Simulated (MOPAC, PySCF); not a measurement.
CH₆OSi, SMILES `[SiH3]CO` (H–O–C–Si torsion 61°), neutral singlet in the gas phase. 

Cartesian coordinates (Å):
SMILES: OC[SiH3]
```xyz
9

O     -1.4838     0.9430     0.1645
C     -0.8097    -0.3206     0.0706
Si     1.0434    -0.1198    -0.2772
H     -1.0972     1.4460     0.8894
H     -0.9769    -0.9289     0.9688
H     -1.2860    -0.8525    -0.7554
H      1.7232    -1.4392    -0.2620
H      1.2602     0.5361    -1.5867
H      1.6268     0.7359     0.7881
```
Charge 0, multiplicity 1.

All levels are single points at this geometry (B3LYP-D3(BJ)/def2-TZVP); Pople sets use spherical d functions. Orbital energies aren't observables, and empty levels follow the basis.

```tsv
level	HOMO (eV)	LUMO (eV)	gap (eV)	dipole (D)	vertical IE, Delta-SCF (eV)
B3LYP-D3(BJ)/def2-TZVP in PySCF	-7.36	0.14	7.50	1.29	–
PBE-D3(BJ)/def2-TZVP in PySCF	-6.05	-0.42	5.64	1.18	–
B3LYP/6-311+G** in PySCF	-7.43	-0.38	7.05	1.49	–
B3LYP/6-31G* in PySCF	-6.97	0.84	7.82	1.31	9.78
BP86/6-31G* in PySCF	-5.74	0.21	5.95	1.23	–
M06-2X/6-31G* in PySCF	-8.75	1.78	10.54	1.40	–
SVWN5/6-31G* in PySCF	-5.70	0.00	5.71	1.27	9.63
PM3 in MOPAC	-10.20	0.43	10.63	1.32	–
PM6 in MOPAC	-9.68	0.18	9.86	1.94	–
```
